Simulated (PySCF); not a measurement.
Identify the unknown among the candidates.

All candidates are C6H7F.

| technique | computed result |
| --- | --- |
| UV, first state | lowest singlet excitation: 5.63 eV (220 nm, f = 0.585) [TDDFT CAM-B3LYP/def2-SVPD] |
| Triplet | lowest triplet excitation (Tamm–Dancoff): 3.14 eV [TDA CAM-B3LYP/def2-SVPD] |
| Polarisability | 73.6 au [CAM-B3LYP/def2-SVPD] |
| Rotational structure | rotational constants A, B, C: 8.321, 1.501, 1.356 GHz [GFN2-xTB] |
| Dipole | 2.30 D [CAM-B3LYP/def2-SVPD] |

Gas-phase values; electronic properties from PySCF, density fitting. Levels stand in brackets. Isolated species at its GFN2-xTB geometry (one conformer only).

**Question.** Which candidate is it?
A. `C#CC(F)=C(C)C`
B. `F[C@@]12CC=C[C@@H]1C2`
C. `C=CC1=C[C@@H](F)C1`
D. `C=CCC1=C(F)C1`

**Answer.** C. It is `C=CC1=C[C@@H](F)C1`. Numbering: `[CH2:1]=[CH:2][C:3]1=[CH:4][C@@H:5]([F:6])[CH2:7]1`. Its formula, C6H7F, gives 3 degrees of unsaturation: 1 ring and 2 π bonds in the structure found. The optimised geometry has point group C1 and is an asymmetric top.

The others, at the same levels:
- `C#CC(F)=C(C)C` fails: its computed lowest triplet excitation (Tamm–Dancoff) is 3.47 eV (against 3.14 eV), rotational constant A is 4.011 GHz (against 8.321 GHz) and smallest rotational constant is 1.416 GHz (against 1.356 GHz).
- `F[C@@]12CC=C[C@@H]1C2` fails: its computed lowest singlet excitation is 6.48 eV (191 nm, f = 0.127) (against 5.63 eV), lowest triplet excitation (Tamm–Dancoff) is 4.16 eV (against 3.14 eV) and static isotropic polarisability is 63.5 au (against 73.6 au).
- `C=CCC1=C(F)C1` fails: its computed lowest singlet excitation is 6.27 eV (198 nm, f = 0.036) (against 5.63 eV), lowest triplet excitation (Tamm–Dancoff) is 4.39 eV (against 3.14 eV) and static isotropic polarisability is 70.5 au (against 73.6 au).

Each candidate is one conformer, not necessarily the lowest. Dipoles, sizes and rotational constants follow the conformer. The torsions of the flexible species, by atom-mapped SMILES:
- `[CH2:1]=[CH:2][C:3]1=[CH:4][C@@H:5]([F:6])[CH2:7]1`: C1–C2–C3–C4 180°
- `[CH2:1]=[CH:2][CH2:3][C:4]1=[C:5]([F:6])[CH2:7]1`: C1–C2–C3–C4 -116°, C2–C3–C4–C5 -86°

The conformers of `F[C@@]12CC=C[C@@H]1C2` aren't listed.
